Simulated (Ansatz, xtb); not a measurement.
## C2H2Ge: 4 structures ranked

4 gas-phase structures of C2H2Ge, found in a search over its isomers (lower ones may exist). Each was relaxed with GFN2-xTB:

A. `C=[C]=[Ge]`, a singlet
B. `C#[C][GeH]`, a singlet
C. `C=[C]=[Ge]`, a triplet
D. a singlet given by its coordinates

D (Å):

```yaml
atoms:
  - { symbol: C, position_ang: [-0.3222, 0.3806, 0.4800] }
  - { symbol: C, position_ang: [0.3861, -0.6935, 0.0975] }
  - { symbol: Ge, position_ang: [1.4658, 0.4662, 1.1970] }
  - { symbol: H, position_ang: [0.1363, -1.5488, -0.5102] }
  - { symbol: H, position_ang: [-1.3385, 0.6861, 0.2861] }
```

Close contacts (Å): C1–C2 1.34, C1–Ge3 1.93, C2–Ge3 1.93, C1–H5 1.08, C2–H4 1.08.

Estimate their order in r2SCAN-D4/def2-SVP energy at these geometries, lowest first.

Calculated order at r2SCAN-D4/def2-SVP: D (0.0), A (15.1), B (23.9), C (30.4) kcal/mol.

Energies above the lowest of each column, in kcal/mol; the last columns are at r2SCAN-D4/def2-TZVP geometries and were run for some of them only (a dash: not run or not comparable):

```csv
structure,GFN2-xTB,HF/STO-3G,r2SCAN-D4/def2-SVP,r2SCAN-D4/def2-TZVP,CCSD(T)/def2-TZVPP
D,0.0,0.0,0.0,0.0,0.0
A,9.2,34.2,15.1,15.2,14.2
B,1.6,22.4,23.9,21.6,18.0
C,–,33.1,30.4,–,–
```

Every level run on D puts it lowest or level with the lowest. Frequencies (r2SCAN-D4/def2-TZVP) were run for A, B, D alone. GFN2-xTB has no spin polarisation and isn't compared across spin states. Open shells are spin-unrestricted.

Programs: Ansatz 0.2.0, xtb 6.7.1.
